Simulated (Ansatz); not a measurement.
Species: C₅H₉O, net charge 0, doublet state. It need not be the lowest isomer of its formula. 
Coordinates optimised at B3LYP-D3(BJ)/def2-TZVP (Ansatz, a first-principles code):
SMILES: [CH2]C(=O)CCC
```xyz
15

C      2.5775     0.6360    -0.5452
C      1.3859    -0.2012    -0.0909
C      0.0685     0.5504    -0.2131
C     -1.1465    -0.2491     0.2299
O     -1.0474    -1.4035     0.6479
C     -2.4316     0.3853     0.1475
H      2.6730     1.5472     0.0506
H      2.4765     0.9359    -1.5914
H      3.5105     0.0783    -0.4493
H      1.3267    -1.1219    -0.6753
H      1.5206    -0.5185     0.9453
H     -0.0965     0.8723    -1.2483
H      0.0976     1.4763     0.3737
H     -2.5462     1.3982    -0.2159
H     -3.3067    -0.1684     0.4584
```
Charge 0, spin multiplicity 2.

Computed values are from Ansatz. Cores are frozen in the correlated levels unless marked. Open shells are spin-unrestricted. Spin-orbit coupling is left out. No relativistic terms. Basis-set limits of correlation are two-point, X^-3; Hartree-Fock from the larger set. [CCSD(T)-MP2]/basis is that difference in the basis named.

The atomisation energy De comes out as 1462.3 kcal/mol at RI-MP2/CBS(cc-pVTZ,cc-pVQZ)+[CCSD(T)-MP2]/cc-pVTZ and the total energy comes out as -270.7911 Eh at RI-MP2/CBS(cc-pVTZ,cc-pVQZ)+[CCSD(T)-MP2]/cc-pVTZ. The dipole moment is 2.77 D at CCSD(T)/aug-cc-pVDZ and the T1 diagnostic comes out as 0.021 at CCSD/cc-pVTZ.

The UHF reference is spin-contaminated (<S^2> 0.14 over the pure value in the largest basis).
